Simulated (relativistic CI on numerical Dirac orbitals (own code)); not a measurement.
La L: computed level list

Method of calculation: Dirac-Coulomb-Breit CI, orbitals from a KLI potential per configuration, QED by a radiative potential, unscaled Slater integrals (own radial code, finite nucleus).

Configurations in the expansion (outside the closed core 1s2): 2s²2p⁴, 2s2p⁵, 2p⁶, 2p⁵3s, 2p⁵3p, 2p⁵3d, 2s²2p³3s, 2s²2p³3p, 2s²2p³3d, 2s2p⁴3s, 2s2p⁴3p, 2s2p⁴3d, 2s²2p³4s, 2s²2p³4p, 2s²2p³4d, 2s²2p³4f. Levels of other configurations are missing.

The lowest level is 2s²2p⁴ ³P2, with 70 % of that term; Hund's rules for 2s²2p⁴ give ³P with J = 2, in agreement.

| No. | Configuration | Term | J | E (10³ cm⁻¹) | % | Lifetime (s) | jj configuration (%) |
| --- | --- | --- | --- | --- | --- | --- | --- |
| 1 | 2s²2p⁴ | ³P | 2 | 0.0 | 70 |  | 2p3/2^2 (100) |
| 2 | 2s²2p⁴ | ¹S | 0 | 333.0 | 63 | 2.68e-02 | 2p3/2^2 (100) |
| 3 | 2s²2p⁴ | ³P | 1 | 3439.6 | 100 | 1.22e-09 | 2p1/2 2p3/2^3 (100) |
| 4 | 2s²2p⁴ | ¹D | 2 | 3579.7 | 70 | 2.61e-09 | 2p1/2 2p3/2^3 (100) |
| 5 | 2s2p⁵ | ³P° | 2 | 5701.9 | 100 | 8.46e-13 | 2s 2p3/2^3 (100) |
| 6 | 2s2p⁵ | ¹P° | 1 | 6172.0 | 56 | 3.39e-13 | 2s 2p3/2^3 (99) |
| 7 | 2s²2p⁴ | ³P | 0 | 7140.7 | 63 | 5.09e-10 | 2p3/2^4 (99) |
| 8 | 2s2p⁵ | ³P° | 0 | 9210.1 | 100 | 4.47e-13 | 2s 2p1/2 2p3/2^4 (100) |
| 9 | 2s2p⁵ | ³P° | 1 | 9477.5 | 56 | 3.66e-13 | 2s 2p1/2 2p3/2^4 (99) |
| 10 | 2p⁶ | ¹S | 0 | 12146.4 | 99 | 2.10e-13 | closed (99) |
| 11 | 2s²2p³3s | ³P° | 2 | 40355.3 | 47 | 3.07e-14 | 2p3/2 3s (99) |
| 12 | 2s²2p³3s | ¹P° | 1 | 40411.8 | 31 | 1.26e-14 | 2p3/2 3s (100) |
| 13 | 2s²2p³3p | ³P | 1 | 41020.0 | 31 | 2.85e-12 | 2p3/2 3p1/2 (99) |
| 14 | 2s²2p³3p | ³D | 2 | 41035.1 | 25 | 1.99e-12 | 2p3/2 3p1/2 (99) |
| 15 | 2s²2p³3p | ³D | 3 | 42003.0 | 48 | 2.43e-12 | 2p3/2 3p3/2 (99) |
| 16 | 2s²2p³3p | ³P | 1 | 42004.5 | 36 | 2.08e-12 | 2p3/2 3p3/2 (99) |
| 17 | 2s²2p³3p | ³P | 2 | 42170.3 | 43 | 2.30e-12 | 2p3/2 3p3/2 (99) |
| 18 | 2s²2p³3p | ³P | 0 | 42320.1 | 73 | 7.25e-13 | 2p3/2 3p3/2 (99) |
| 19 | 2s²2p³3d | ³D° | 2 | 42717.1 | 33 | 3.42e-14 | 2p3/2 3d3/2 (98) |
| 20 | 2s²2p³3d | ³F° | 3 | 42765.5 | 27 | 1.63e-12 | 2p3/2 3d3/2 (95) |
| 21 | 2s²2p³3d | ³D° | 1 | 42786.0 | 32 | 7.96e-15 | 2p3/2 3d3/2 (99) |
| 22 | 2s²2p³3d | ³P° | 0 | 42796.6 | 61 | 3.78e-12 | 2p3/2 3d3/2 (99) |
| 23 | 2s²2p³3d | ³F° | 4 | 42989.7 | 49 | 2.65e-11 | 2p3/2 3d5/2 (100) |
| 24 | 2s²2p³3d | ³D° | 2 | 43058.6 | 34 | 2.94e-15 | 2p3/2 3d5/2 (98) |
| 25 | 2s²2p³3d | ³D° | 3 | 43162.8 | 45 | 1.34e-15 | 2p3/2 3d5/2 (94) |
| 26 | 2s²2p³3d | ³D° | 1 | 43224.6 | 37 | 2.00e-15 | 2p3/2 3d5/2 (99) |
| 27 | 2s²2p³3s | ⁵S° | 2 | 43677.5 | 54 | 5.61e-14 | 2p1/2 2p3/2^2 3s (99) |
| 28 | 2s²2p³3s | ³S° | 1 | 43748.4 | 55 | 1.15e-14 | 2p1/2 2p3/2^2 3s (100) |
| 29 | 2s²2p³3s | ³D° | 3 | 43858.5 | 99 | 5.76e-14 | 2p1/2 2p3/2^2 3s (99) |
| 30 | 2s²2p³3s | ¹D° | 2 | 43905.5 | 66 | 1.30e-14 | 2p1/2 2p3/2^2 3s (100) |

Energies count from the lowest computed level; ° marks odd parity; lifetimes are radiative, by E1, M1, E2, M2 decay to levels of this space only. Filled j subshells are mostly left out of the jj labels.

The mean weight of the leading LS term, summed over parents, in these 30 levels is 57 %, and that of the leading jj configuration (from the same eigenvectors) 99 %, so jj coupling describes them better and the LS labels are nominal.

At this charge energies of transitions that change n are usually good to better than 1 %, and those within a shell (Δn = 0) to a few per cent.

LS names give the leading component of a level, which can be under half, so a name can repeat, a term be missing and a line seem to break the LS rules.
